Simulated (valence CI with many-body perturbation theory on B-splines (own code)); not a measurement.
**Bi42+: calculated level list**

Computed by valence CI with perturbative core correlation (CI+MBPT): five valence electrons over a frozen Dirac-Fock core [Kr], radial functions for each j: 7 s, 7 p, 8 d, 6 f, 4 g, 1 h, with the one-electron correlation potential Σ1 (screened to all orders), the two-electron term Σ2, the three-electron term Σ3, Breit, model QED; selected single and double excitations, second order for the rest, scaled by the run's own slope (own B-spline code, finite nucleus).

No measured spectrum was set against this ion. As an estimate, large intervals hold to a few tenths of a per cent, small ones and those within an open d or f shell to about a per cent. Among the levels kept, up to 410 cm⁻¹ of a level comes from second order outside the variational space, and about a tenth of that is noise between levels of different J, which matters for small intervals. Only levels of the ground parity were solved; by the run's estimate the other parity begins above the list, which can be wrong where configurations are misplaced.

Levels 1 to 32 of 32, with energies above the lowest level, (4d3/2^4 4d5/2) J=5/2. "Leading %" is the weight of the configuration and term that name the level; weights of strongly mixed levels are sums over their largest components and can fall short, so below about 35 % the name and the second component can differ from the true leading terms, or belong to a minority configuration. In the jj column 3d3/2^4 stands for four electrons in 3d with j = 3/2. Lifetimes count E1, E2, E3, M1 and M2 decay at the calculated energies, and are blank where another channel may lead or the interval is too uncertain; long ones can be off by a factor of two.

```
No.  Configuration  Term     J  E (cm⁻¹)  Leading %  Lifetime      g  Second component               Leading jj
  1            4d5    2D   5/2         0         25            1.282       25 % 4d5 4P     4d3/2^4 4d5/2 (97 %)
  2            4d5    6S   5/2    217720         35   2.93 μs  1.339       22 % 4d5 2F   4d3/2^3 4d5/2^2 (95 %)
  3            4d5    4G   7/2    261010         32   6.00 μs  1.168       24 % 4d5 2F   4d3/2^3 4d5/2^2 (99 %)
  4            4d5    4D   3/2    266560         39   2.70 μs  1.154       28 % 4d5 4P   4d3/2^3 4d5/2^2 (99 %)
  5            4d5    2H  11/2    270220         44            1.103       32 % 4d5 4G   4d3/2^3 4d5/2^2 (99 %)
  6            4d5    2G   9/2    286740         32   3.46 ms  1.136       26 % 4d5 4G   4d3/2^3 4d5/2^2 (98 %)
  7            4d5    2D   5/2    298920         34    104 μs  1.130       26 % 4d5 4D   4d3/2^3 4d5/2^2 (96 %)
  8            4d5    4P   1/2    310880         40    464 μs  1.773       32 % 4d5 2S   4d3/2^3 4d5/2^2 (93 %)
  9            4d5    2F   7/2    314720         40    114 μs  1.071       34 % 4d5 2G   4d3/2^3 4d5/2^2 (98 %)
 10            4d5    2D   3/2    376020         62   27.4 μs  0.798       20 % 4d5 4F   4d3/2^3 4d5/2^2 (93 %)
 11            4d5    6S   5/2    475260         35   1.38 μs  1.318       26 % 4d5 2D   4d3/2^2 4d5/2^3 (94 %)
 12            4d5    4D   7/2    507180         52   2.48 μs  1.214       42 % 4d5 4G   4d3/2^2 4d5/2^3 (99 %)
 13            4d5    4G  11/2    512970         50   3.68 μs  1.093       49 % 4d5 2I   4d3/2^2 4d5/2^3 (99 %)
 14            4d5    4G   9/2    518360         63   3.70 μs  1.146       35 % 4d5 2G   4d3/2^2 4d5/2^3 (98 %)
 15            4d5    4D   1/2    531050         78   1.99 μs  0.457       17 % 4d5 2S   4d3/2^2 4d5/2^3 (98 %)
 16            4d5    2I  13/2    534950        100   18.2 μs  1.071                    4d3/2^2 4d5/2^3 (100 %)
 17            4d5    4P   3/2    539090         53   1.41 μs  1.170       35 % 4d5 4F   4d3/2^2 4d5/2^3 (98 %)
 18            4d5    2F   5/2    542360         42   2.57 μs  1.020       32 % 4d5 4D   4d3/2^2 4d5/2^3 (98 %)
 19            4d5    2H   9/2    565040         52   2.15 μs  1.107       48 % 4d5 4F   4d3/2^2 4d5/2^3 (99 %)
 20            4d5    2G   7/2    572080         61   7.14 μs  0.986       35 % 4d5 2F   4d3/2^2 4d5/2^3 (99 %)
 21            4d5    4F   5/2    577060         64   2.05 μs  1.053       26 % 4d5 2D   4d3/2^2 4d5/2^3 (98 %)
 22            4d5    2D   3/2    578940         84   5.22 μs  0.861       14 % 4d5 4D   4d3/2^2 4d5/2^3 (92 %)
 23            4d5    4P   1/2    600240         46   2.73 μs  1.760       40 % 4d5 2P   4d3/2^2 4d5/2^3 (89 %)
 24            4d5    2G   7/2    603470         47   3.94 μs  1.035       33 % 4d5 2F   4d3/2^2 4d5/2^3 (97 %)
 25            4d5    2G   9/2    633740         79   7.12 μs  1.105       11 % 4d5 2H   4d3/2^2 4d5/2^3 (98 %)
 26            4d5    2P   3/2    683600         74   6.79 μs  1.185       23 % 4d5 2D   4d3/2^2 4d5/2^3 (98 %)
 27            4d5    2D   5/2    698760         79   3.82 μs  1.186        9 % 4d5 4D   4d3/2^2 4d5/2^3 (94 %)
 28            4d5    4P   5/2    770940         34    892 ns  1.239       27 % 4d5 2F     4d3/2 4d5/2^4 (96 %)
 29            4d5    2F   7/2    804340         29   1.30 μs  1.187       27 % 4d5 4F     4d3/2 4d5/2^4 (99 %)
 30            4d5    4D   3/2    813930         31   1.05 μs  0.999       29 % 4d5 2D     4d3/2 4d5/2^4 (98 %)
 31            4d5    2H  11/2    814310         55   1.64 μs  1.074       27 % 4d5 2I     4d3/2 4d5/2^4 (99 %)
 32            4d5    2G   9/2    836380         52   1.84 μs  1.117       19 % 4d5 4F     4d3/2 4d5/2^4 (97 %)
```

The ionisation energy to 4d4 3P_0 of the next ion comes out as 2091.7 eV (NIST: 2090 ± 4 eV (theoretical)). All 32 levels together are meant to be complete up to 846770 cm⁻¹.
